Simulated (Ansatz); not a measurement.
Compare A (`C=CO[SiH2]F`) with its isomer B (`C=C[SiH](O)F`).

Isolated molecules relaxed with PBE0-D4/def2-TZVP in Ansatz; ΔE leaves out vibrations. CCSD(T)/CBS is the MP2 limit (def2-TZVPP, def2-QZVPP) plus CCSD(T) − MP2 in def2-TZVPP, frozen cores. Functionals use def2-TZVPP. B3LYP here is the variant with VWN-RPA as its local correlation; programs differ in this. One conformer a species, not always the lowest.

**Question.** Which is lower in electronic energy at CCSD(T)/CBS, and by how much? (Estimate.)

**Answer.** The calculation gave: B, by 18.8 kcal/mol.

**Question.** Give E(B) − E(A) in kcal/mol with B3LYP, CCSD/def2-TZVPP, ωB97M-V, B2PLYP, PBE0-D4, MP2/def2-TZVPP, HF/def2-TZVPP. (Best estimate.)

**Answer.** The calculation gave: B3LYP -15.7, CCSD/def2-TZVPP -18.1, ωB97M-V -17.8, B2PLYP -17.0, PBE0-D4 -17.2, MP2/def2-TZVPP -19.0, HF/def2-TZVPP -16.0. None reverses the order clearly.

Largest T1 diagnostic: 0.012.

In def2-TZVPP, CCSD(T) changes the Hartree–Fock value by −2.1 kcal/mol (the triples alone add −0.1 kcal/mol) and MP2 by −3.0 kcal/mol. From PBE to PBE0 (25 % exact exchange), in def2-TZVPP and without D4, E(B) − E(A) moves by −0.9 kcal/mol.
